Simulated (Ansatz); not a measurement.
Mulliken charges of `O[SiH2]/C=C/Cl` from r2SCAN/def2-TZVPP in Ansatz (PBE0-D4/def2-TZVP geometry).

```csv
atom,x (Å),y (Å),z (Å),charge (e)
O1,-1.674,0.265,0.924,-0.422
Si2,-0.146,-0.295,1.184,0.544
C3,0.856,-0.228,-0.378,-0.260
C4,0.294,0.104,-1.531,0.036
Cl5,1.140,0.197,-3.031,-0.100
H6,-1.810,1.212,0.956,0.204
H7,0.549,0.506,2.230,-0.097
H8,-0.285,-1.696,1.649,-0.080
H9,1.918,-0.462,-0.362,0.074
H10,-0.758,0.344,-1.638,0.102
```

By hand: the dipole of these point charges (1 e Å = 4.8032 D).

Σ q r = (-0.034, 0.106, 0.253) e Å, of length 0.276 e Å = 1.33 D.

How does the dipole of the full density compare? (An estimate is asked.)

Ansatz gave: (-0.027, 0.243, 0.179) e Å, 1.46 D; the point charges give 0.91 times that, at 31° from its direction.

Point charges leave out the atoms' own dipoles, such as those of lone pairs, and Mulliken's split depends on the basis, so the two needn't agree.
